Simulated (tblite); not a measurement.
Species: C3H5BF4.
Cartesian coordinates in Å at the GFN2-xTB level; atoms count from 1:
```xyz
13
C3H5BF4 angstrom
F      3.2554   -0.1790   -0.4730
B      2.1321   -0.2316    0.2094
F      2.2865   -0.5273    1.4811
C      0.7255    0.0299   -0.4619
C     -0.4482    0.0637    0.5217
C     -1.7762    0.1841   -0.2091
F     -2.8043    0.2277    0.6719
F     -1.9971   -0.9020   -0.9916
H      0.5434   -0.7580   -1.1996
H      0.7575    0.9616   -1.0325
H     -0.3590    0.9090    1.2047
H     -0.4700   -0.8522    1.1144
H     -1.8499    1.0746   -0.8533
```

Computed values, GFN2-xTB/tblite, gas phase, harmonic and unscaled. Against measured fundamentals such values can be off by several per cent, at times by over 20. One conformer, not necessarily the lowest.

Harmonic wavenumbers (cm⁻¹): 26.5, 62.2, 95.5, 98.8, 207.7, 299.4, 388.8, 429.8, 442.9, 495.3, 533.3, 746.9, 775.5, 887.0, 987.7, 1035.2, 1084.4, 1105.5, 1136.0, 1204.9, 1237.7, 1257.4, 1279.6, 1288.3, 1305.9, 1352.2, 1448.9, 1460.2, 2882.6, 2954.9, 2981.3, 3007.4, 3014.1.

A = 4827, B = 778.8, C = 710.7 MHz; mass 128.042 u (most abundant isotopes); point group C1, symmetry number 1.

What is the zero-point energy?

½Σν̃ = 18757 cm⁻¹ = 53.63 kcal/mol.

Entropy at 273.15 K, 1 bar (ideal gas, RRHO, classical rotation)?

Translation 40.05, rotation 28.92, vibration 24.21: S = 93.2 cal/(mol K).

And Cp and H(273.15 K) − H(0)?

Cp = 29.11 cal/(mol K), of which vibrations give 21.17 (their classical limit is 33 R = 65.6); H(273.15 K) − H(0) = 5.34 kcal/mol without the zero-point energy, 3.17 from vibrations.

Blend soft modes into free rotors: weight 1/[1 + (100 cm⁻¹/ν̃)⁴] for the oscillator and the rest for a rotor with moment μB/(μ + B), μ = h/(8π²ν), B = 10⁻⁴⁴ kg m². What vibrational entropy results?

21.00 cal/(mol K) in place of 24.21, which changes −T·S at 273.15 K by +0.88 kcal/mol.

How do the functions run with temperature in this model?

| T (K) | S (cal/(mol K)) | Cp (cal/(mol K)) | H − H(0) (kcal/mol) | G − H(0) (kcal/mol) | ln q(vib) |
| --- | --- | --- | --- | --- | --- |
| 150 | 78.5 | 20.8 | 2.27 | -9.50 | 3.57 |
| 250 | 90.7 | 27.5 | 4.68 | -17.98 | 5.85 |
| 298.15 | 95.8 | 30.8 | 6.09 | -22.47 | 6.88 |
| 400 | 105.8 | 37.6 | 9.58 | -32.75 | 8.97 |
| 600 | 123.1 | 47.7 | 18.18 | -55.69 | 12.85 |
| 900 | 144.4 | 56.8 | 34.00 | -95.93 | 18.17 |

q(vib) and H(0) count from the zero-point level.

What must be added to the electronic energy to get the Gibbs energy at 273.15 K and 1 bar?

ZPE + [H(273.15 K) − H(0)] − T·S = 53.63 + 5.34 − 25.45 = 33.52 kcal/mol.

Which modes carry the vibrational entropy at 273.15 K?

26.5 cm⁻¹: 5.90; 62.2 cm⁻¹: 4.21; 95.5 cm⁻¹: 3.37; 98.8 cm⁻¹: 3.31; 207.7 cm⁻¹: 1.90; 299.4 cm⁻¹: 1.28 cal/(mol K); the other 27 give 4.23 together.

Hindered rotation and anharmonicity are outside this model. Other conformers, if any are populated, would add a mixing term that is left out. The structure is chiral; the term R ln 2 for an equal mix with its mirror image is left out.
